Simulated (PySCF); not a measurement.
Vertical excitations of a molecule C₃H₁₄Si₃ from PySCF with TDA-PBE/def2-SVPD, as energy in eV (oscillator strength): 6.11 (0.000), 6.68 (0.036), 6.80 (0.052), 6.91 (0.050), 6.92 (0.015), 6.98 (0.051). Lowest triplet (TDA): 5.90 eV. Geometry optimised at B3LYP-D3(BJ)/def2-SVP. The values are those of a single conformer.

Q: Which molecule gave these data?
A. [SiH3]CC([SiH3])C[SiH3]
B. CC[SiH2][SiH2]C[SiH3]
C. CC(C)[SiH]([SiH3])[SiH3]
D. C[SiH](C)C[SiH2][SiH3]

A: A, [SiH3]CC([SiH3])C[SiH3]
